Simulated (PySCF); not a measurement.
# Correlation energy of C⁺ (carbon, charge +1)

[He] 2s1 2p1 3d1, one real determinant (an excited configuration). All numbers are calculated (PySCF 2.14, the spin-free X2C one-electron Hamiltonian (Gaussian nucleus), in aug-cc-pCVTZ-DK with one added diffuse shell each of s, p, d, f type (8s7p5d3f, 75 functions)). Frozen: 1s2; 3 electrons correlated.

| level | correlation energy (mhartree) |
| --- | --- |
| CCSD | -11.31 |
| (T) | -0.25 |
| CCSD(T) | -11.56 |

Diagnostics: T1 = 0.016, D1 = 0.0392, largest double amplitude 0.082.

Is a single reference adequate?

Mostly. T1 lies below 0.03, but a double amplitude of this size points to a near-degeneracy that CCSD handles and MP2 describes poorly.

The reference is one real determinant that mixes LS terms of this configuration.
